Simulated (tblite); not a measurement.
Species: C5H10O2Si.
Atom-mapped SMILES: `[CH2:1]=[CH:2][O:3][C@@H:4]1[CH2:5][O:6][SiH2:7][CH2:8]1` (hydrogens: H9, H10 on C1; H11 on C2; H12 on C4; H13, H14 on C5; H15, H16 on Si7; H17, H18 on C8)

Geometry (GFN2-xTB, Å), atoms numbered from 1 in this order:
```
atom  x, y, z in Å
C1     2.271   -1.569   -0.253
C2     1.968   -0.668    0.669
O3     1.005    0.281    0.663
C4     0.143    0.375   -0.460
C5    -0.579    1.724   -0.322
O6    -1.705    1.590    0.501
Si7   -2.169    0.053    0.803
C8    -0.926   -0.715   -0.420
H9     1.741   -1.673   -1.182
H10    3.089   -2.244   -0.090
H11    2.528   -0.597    1.593
H12    0.741    0.363   -1.381
H13    0.094    2.459    0.127
H14   -0.902    2.083   -1.304
H15   -3.557   -0.095    0.383
H16   -1.907   -0.309    2.191
H17   -0.490   -1.662   -0.117
H18   -1.356   -0.847   -1.412
```

Computed values, GFN2-xTB/tblite, gas phase, harmonic and unscaled. This tight-binding method is rough: wavenumbers can miss measured ones by several per cent, in bad cases by 10 to 20. Modes of hydrogen on silicon can be 10 to 20 % off. One conformer, not necessarily the lowest.

Harmonic wavenumbers (cm⁻¹): 62.3, 98.2, 118.1, 189.6, 219.5, 326.1, 374.8, 450.0, 494.3, 572.7, 579.1, 650.0, 667.0, 686.5, 765.5, 781.0, 797.0, 825.0, 827.7, 876.2, 938.5, 991.9, 996.0, 1002.1, 1069.3, 1110.8, 1146.2, 1169.2, 1189.2, 1217.6, 1274.4, 1290.7, 1306.8, 1319.3, 1409.2, 1462.8, 1469.2, 1707.6, 2297.5, 2317.7, 2874.6, 2926.1, 2962.0, 2996.0, 3036.4, 3057.4, 3131.4, 3160.6.

A = 3627, B = 1149, C = 1034 MHz; mass 130.045 u (most abundant isotopes); point group C1, symmetry number 1.

Task: Zero-point energy?

Result: ½Σν̃ = 30596 cm⁻¹ = 87.48 kcal/mol.

Task: What is S at 350 K and 1 bar for an ideal gas of classical rigid rotors and harmonic oscillators?

Result: Translation 41.32, rotation 29.18, vibration 28.01: S = 98.5 cal/(mol K).

Task: And Cp and H(350 K) − H(0)?

Result: Cp = 41.34 cal/(mol K), of which vibrations give 33.40 (their classical limit is 48 R = 95.4); H(350 K) − H(0) = 8.20 kcal/mol without the zero-point energy, 5.42 from vibrations.

Task: Blend soft modes into free rotors: weight 1/[1 + (100 cm⁻¹/ν̃)⁴] for the oscillator and the rest for a rotor with moment μB/(μ + B), μ = h/(8π²ν), B = 10⁻⁴⁴ kg m². What vibrational entropy results?

Result: 26.35 cal/(mol K) in place of 28.01, which changes −T·S at 350 K by +0.58 kcal/mol.

Task: Which modes carry the vibrational entropy at 350 K?

Result: 62.3 cm⁻¹: 4.70; 98.2 cm⁻¹: 3.80; 118.1 cm⁻¹: 3.44; 189.6 cm⁻¹: 2.53; 219.5 cm⁻¹: 2.26; 326.1 cm⁻¹: 1.55 cal/(mol K); the other 42 give 9.73 together.

Task: How do the functions run with temperature in this model?

Result: 
```
 T (K)  S (cal/(mol K))  Cp (cal/(mol K))  H − H(0) (kcal/mol)  G − H(0) (kcal/mol)  ln q(vib)
   150             73.8              20.3                 2.08                -9.00       2.10
   250             86.5              30.5                 4.60               -17.03       4.14
298.15             92.3              35.8                 6.20               -21.33       5.17
   400            104.4              46.3                10.39               -31.35       7.43
   600            126.2              61.6                21.29               -54.46      12.04
   900            154.1              75.6                42.06               -96.65      18.78
```

q(vib) and H(0) count from the zero-point level.

Hindered rotation and anharmonicity are outside this model. Other conformers, if any are populated, would add a mixing term that is left out. The structure is chiral; the term R ln 2 for an equal mix with its mirror image is left out.
